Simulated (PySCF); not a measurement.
Si(F)(OH)2(SeH) (FH₃O₂SeSi), SMILES O[Si](F)(O)[SeH]. Coordinates come from a B3LYP-D3(BJ)/def2-SVP optimisation. The structure was generated by enumeration, and PubChem lists no compound with its InChIKey, so it may never have been made. Other conformers were not sampled.

Computed equilibrium geometry at B3LYP-D3(BJ)/def2-SVP (PySCF confirms it by a frequency run) as bond lengths and angles (one conformer of several):
Atoms: O1 Si2 O3 F4 Se5 H6 H7 H8. Bonded distances (Å): O1–Si2 1.640, O1–H6 0.966, Si2–O3 1.649, Si2–F4 1.623, Si2–Se5 2.272, O3–H7 0.965, Se5–H8 1.475. Bond angles (°): Si2–O1–H6 115.9, O1–Si2–O3 106.5, O1–Si2–F4 111.0, O1–Si2–Se5 110.1, O3–Si2–F4 108.9, O3–Si2–Se5 114.5, F4–Si2–Se5 106.0, Si2–O3–H7 117.8, Si2–Se5–H8 91.1.
Charge 0, spin multiplicity 1.
